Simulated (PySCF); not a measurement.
C2H6BO3, SMILES O(C)B([O])OC, multiplicity 2. Atoms are numbered in the order given.

```xyz
12

C      0.7281     2.1003     0.0000
O      0.7010     0.6941     0.0000
B     -0.4593    -0.0185     0.0000
O     -1.6484     0.6630     0.0000
O     -0.4871    -1.3681     0.0000
C      0.6913    -2.1351     0.0000
H      0.2348     2.5167    -0.8939
H      0.2348     2.5167     0.8939
H      1.7791     2.4207     0.0000
H      0.7073    -2.7805    -0.8921
H      0.7073    -2.7805     0.8921
H      1.5930    -1.5043     0.0000
```
Charge 0, spin multiplicity 2.

Geometry: PBE0-D3(BJ)/def2-SVP. The isomer is the one that the SMILES or the coordinates give; other isomers of the formula were not compared. The values are those of a single conformer.

Calculation: PBE0/pcH-1 run with PySCF.

Unrestricted Kohn–Sham, ⟨S²⟩ = 0.753. Hyperfine tensors hold the contact and dipolar terms, without spin-orbit corrections.

Estimate the hyperfine couplings. (Estimate from the structure and the level; the computed values follow.)


```tsv
nucleus	A(iso) (MHz)	A(iso) (G)	dipolar principal values (MHz)
13C no. 1	5.9	2.1	-1.2, -1.0, 2.1
17O no. 2	2.1	0.8	-21.4, 10.3, 11.2
11B no. 3	-33.2	-11.9	-8.7, -3.9, 12.5
17O no. 4	-42.3	-15.1	-277.1, 135.5, 141.6
17O no. 5	-22.8	-8.1	-5.8, 2.2, 3.6
13C no. 6	4.0	1.4	-1.1, -1.1, 2.2
1H no. 7	-0.7	-0.3	-4.4, -3.3, 7.7
1H no. 8	-0.7	-0.3	-4.4, -3.3, 7.7
1H no. 9	-2.1	-0.8	-1.9, -1.3, 3.2
1H no. 10	0.7	0.2	-1.2, -0.8, 2.1
1H no. 11	0.7	0.2	-1.2, -0.8, 2.1
1H no. 12	-0.5	-0.2	-1.8, -0.9, 2.7
```
